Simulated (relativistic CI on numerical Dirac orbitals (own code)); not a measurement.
## Kr XIX: q coefficients and field-shift factors

Method of calculation: Dirac-Coulomb-Breit CI, orbitals from a KLI potential per configuration, derivatives by finite differences, unscaled Slater integrals, QED left out (own radial code, finite nucleus).

CI space (outside the closed core [Ne]): 3s²3p⁶, 3s²3p⁵3d, 3s3p⁶3d, 3s²3p⁵4s, 3p⁶3d², 3p⁵3d³, 3p⁵3d²4s. Double excitations out of closed p, d and f shells are left out; levels of such configurations are missing from the list, as are those of other unlisted configurations, and high levels can miss mixing partners.

With x = (α/α₀)² − 1 an excitation energy changes as ω = ω₀ + qx; K = 2q/ω₀ is the relative enhancement. Terms are leading LS components, so labels can repeat. The field-shift factor is F = δν/δ⟨r²⟩ for the transition from the lowest level.

Lowest level 3s²3p⁶ ¹S0.

| Level | ω₀ (cm⁻¹) | q (cm⁻¹) | F (GHz/fm²) |
| --- | --- | --- | --- |
| 3s²3p⁵3d ³P°0 | 708711 | 6621 | 0.909 |
| 3s²3p⁵3d ³P°1 | 720868 | 14630 | 0.892 |
| 3s²3p⁵3d ³P°2 | 746124 | 30190 | 0.879 |
| 3s²3p⁵3d ³F°4 | 754639 | 22050 | 1.01 |
| 3s²3p⁵3d ³F°3 | 757062 | 12290 | 0.915 |
| 3s²3p⁵3d ³F°2 | 776113 | 21960 | 0.884 |
| 3s²3p⁵3d ³D°3 | 810064 | 22070 | 1.06 |
| 3s²3p⁵3d ³D°1 | 839106 | 52250 | 0.681 |
| 3s²3p⁵3d ³F°2 | 844871 | 84040 | 0.348 |
| 3s²3p⁵3d ³D°2 | 869385 | 98060 | 0.436 |
| 3s²3p⁵3d ¹F°3 | 878134 | 105100 | 0.37 |
| 3s²3p⁵3d ¹P°1 | 1068068 | 60120 | 0.799 |
| 3s3p⁶3d ³D1 | 1440815 | 117900 | -84.6 |

At this charge energies of transitions that change n are usually good to better than 1 %, and those within a shell (Δn = 0) to a few per cent.

Task: Which transition from the lowest level has the largest |K|?

Result: 3s²3p⁵3d ¹F°3 at 878134 cm⁻¹, K = 0.239.
